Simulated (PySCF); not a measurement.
Coordinates in bohr (charge 0 multiplicity 1):
```
Ru   -2.1294    0.0000   -1.2636
N    -4.8387    0.0000   -0.1200
I     2.2573    0.0000    1.0372
```

Level of theory: B3LYP/[Ru def2-SVP with ECP28, N def2-SVP, I def2-SVP with ECP28], scalar-relativistic core potentials, density fitting, no spin–orbit coupling, PySCF.

This geometry of IRuN is a stationary point at this level.

(1) What is the point group?

(2) Is it a minimum?

(3) Which band is strongest in the infrared?

(4) Give the atomic charges and bond orders.

(5) What is the atomisation energy, with and without zero-point energy?

Answers

(1) Cs.

(2) Yes: all harmonic wavenumbers are real.

(3) 1249 cm⁻¹ (a'), 126 km/mol.

(4) 
| atom | Mulliken | Löwdin | polar tensor | Mayer order to Ru1 |
| --- | --- | --- | --- | --- |
| Ru1 | 0.33 | -0.26 | 1.05 | – |
| N2 | -0.12 | 0.19 | -0.58 | 2.91 |
| I3 | -0.21 | 0.08 | -0.48 | 1.13 |

(5) 745 kJ/mol without, 735 kJ/mol with.

Only a few start shapes were tried, so a lower isomer may exist.
